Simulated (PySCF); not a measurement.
disulfane (H2S2), SMILES SS.

Coordinates come from a B3LYP-D3(BJ)/def2-TZVP optimisation.

Two levels are set side by side: TDA-PBE/def2-TZVPD (PySCF) and ADC(2)/aug-cc-pVDZ (PySCF). Vertical, same geometry; the bases differ. Differences are taken from unrounded values.

```
quantity                        ADC(2)  TDA-PBE  TDA-PBE minus ADC(2)
------------------------------  ------  -------  --------------------
lowest singlet excitation (eV)    5.00     4.45                 -0.55
```

Functionals without exact exchange tend to place singlet excitations lower, as here. Differences between two approximate levels are no errors against the true value.

Rough cost on one machine, each run with all the roots and properties that it gave: ADC(2) against TDA-PBE about 4 times.
